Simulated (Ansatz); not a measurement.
Dissociation curve of Re(O)3(OH), SMILES [O]=[Re]([OH])(=[O])=[O] (HO4Re). The O5–H6 bond (O5 also carries Re; H6 carries nothing else) is stretched with both fragments frozen at the PBE0/def2-TZVP, def2 effective core potentials past Kr optimised geometry.

Levels: UKS-PBE0 = Ansatz (a first-principles code) with unrestricted PBE0/def2-TZVP, def2 effective core potentials past Kr; RKS-PBE0 = Ansatz with restricted PBE0/def2-TZVP, def2 effective core potentials past Kr; UKS-PBE = unrestricted PBE/def2-TZVP, def2 effective core potentials past Kr (Ansatz); RKS-PBE = restricted PBE/def2-TZVP, def2 effective core potentials past Kr in Ansatz.

Scanned distances (Å): 0.77, 0.84, 0.89, 0.93, 0.95, 0.97, 1.01, 1.07, 1.14, 1.25, 1.39, 1.55, 1.77, 1.99, 2.33, 2.79.

Where does the unrestricted solution first break spin symmetry (<S²> of 0.01 or more)?

UKS-PBE0: between 1.55 and 1.77 Å; UKS-PBE: between 1.77 and 1.99 Å.

```csv
R / Å,<S²> UKS-PBE0,E(RKS-PBE0) − E(UKS-PBE0) / kJ/mol,<S²> UKS-PBE,E(RKS-PBE) − E(UKS-PBE) / kJ/mol
0.77,0.00,0.0,0.00,0.0
0.84,0.00,0.0,0.00,0.0
0.89,0.00,0.0,0.00,0.0
0.93,0.00,0.0,0.00,0.0
0.95,0.00,0.0,0.00,0.0
0.97,0.00,0.0,0.00,0.0
1.01,0.00,0.0,0.00,0.0
1.07,0.00,0.0,0.00,0.0
1.14,0.00,0.0,0.00,0.0
1.25,0.00,0.0,0.00,0.0
1.39,0.00,0.0,0.00,0.0
1.55,0.00,0.0,0.00,0.0
1.77,0.09,0.6,0.00,0.0
1.99,0.69,25.6,0.43,11.1
2.33,1.00,112.0,0.82,60.9
2.79,1.02,178.9,0.90,99.8
```
